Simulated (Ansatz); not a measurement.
`[O]=[W]([F])([F])=[S]` + H₂O → `[O]=[W]([OH])([F])=[S]` + H–F at 298.15 K and 1 bar (formal hydrolysis of a W–F bond).

Gas-phase electronic energies from Ansatz, PBE0-D4/def2-TZVP geometries. CBS: MP2 limit from def2 TZ/QZ plus the TZ coupled-cluster correction, frozen cores. This one scheme is used for every species. Elements past krypton have def2 core potentials. For W outer-core shells are correlated without core-valence functions, which leaves a few kJ/mol of doubt a bond. One conformer a species, not always the lowest.

```tsv
species	CCSD(T)/CBS energy (Eh)	H − E (kJ/mol)	S (J/(mol·K))
`[O]=[W]([F])([F])=[S]`	-739.68280	42.9	338.9
H₂O	-76.37941	66.4	188.7
`[O]=[W]([OH])([F])=[S]`	-715.66256	73.4	345.3
H–F	-100.39570	33.5	173.6
```

H − E and S are ideal-gas, rigid-rotor, harmonic terms from PBE0-D4/def2-TZVP, for one conformer and one mirror image of each species. 1 Eh = 2625.50 kJ/mol, R = 8.31446 J/(mol·K).

By hand: ΔE, ΔH, ΔS and ΔG.

ΔE = (-715.66256) + (-100.39570) − (-739.68280) − (-76.37941) = 0.00395 Eh = 10.4 kJ/mol. Δ(H − E) = 73.4 + 33.5 − 42.9 − 66.4 = -2.4, so ΔH = 8.0 kJ/mol. ΔS = 345.3 + 173.6 − 338.9 − 188.7 = -8.7 J/(mol·K). ΔG = 8.0 − 298.15 × (-8.7)/1000 = 10.6 kJ/mol.

By hand: the equilibrium constant, and the temperature at which ΔG would vanish if ΔH and ΔS stayed fixed.

log₁₀ K = −ΔG/(RT ln 10) = -1.9. ΔH and −TΔS have one sign here, so there is no such temperature.

The number of gas molecules stays the same, so ΔS is small and ΔH decides. A doubt of 5 kJ/mol in ΔE shifts log₁₀ K by 0.9 here. Other conformers and mirror images would add mixing entropy, several J/(mol·K) or more a flexible species. These are equilibria of isolated gas molecules and say nothing of rates. Largest T1 diagnostic: 0.023 (customary marks: 0.02 for closed shells, 0.045 for open ones).

ΔS is within the doubt of such terms, so its sign, and with it that verdict, could turn.
